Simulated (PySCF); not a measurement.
C₆H₁₀OSi.
Atom-mapped SMILES: `[CH:1]1=[CH:2][CH:3]1[O:4][CH:5]1[CH2:6][SiH2:7][CH2:8]1`

Probes without a nucleus sit at each ring's centroid and 1 Å off its mean plane on both sides; NICS is minus the shielding there, NICSzz its component along the normal. Level: GIAO PBE0/pcSseg-1 (PySCF, non-relativistic, gas phase) on the GFN2-xTB geometry, one conformer.

Rings: 1. C1–C2–C3; 2. C5–C6–Si7–C8.

```csv
set,NICS(0),"NICS(1), two faces","NICS(1)zz, two faces"
P,-28.8,-7.4 / -10.5,-13.4 / -22.6
Q,-0.2,-2.0 / -0.8,2.4 / 6.2
```

**Question.** Which set (ppm) belongs to which ring?

**Answer.** P = 1, Q = 2.
- 1 (3-membered carbocycle; formal bonds 1 double, 2 single): mean NICS(1)zz -18.0 ppm, shielded. C3 has four or more neighbours; no verdict on aromaticity is drawn.
- 2 (4-membered ring with Si; formal bonds all single): mean NICS(1)zz 4.3 ppm, deshielded. C5, C6, Si7, C8 have four or more neighbours, and the NICS criterion for π rings isn't applied.

**Question.** How do the rings differ in shape?

**Answer.** 
```tsv
ring	bond lengths (Å)	rms pucker (Å)	HOMA	nearest outside atom to a NICS(1) probe (Å)
1	1.303, 1.488, 1.499	0.00	–	hydrogen 1.51
2	1.538, 1.908, 1.908, 1.549	0.08	–	hydrogen 1.54
```

Shape of the structure used: `[CH:1]1=[CH:2][CH:3]1[O:4][CH:5]1[CH2:6][SiH2:7][CH2:8]1`: C2–C3–O4–C5 -136°, C3–O4–C5–C6 173°.
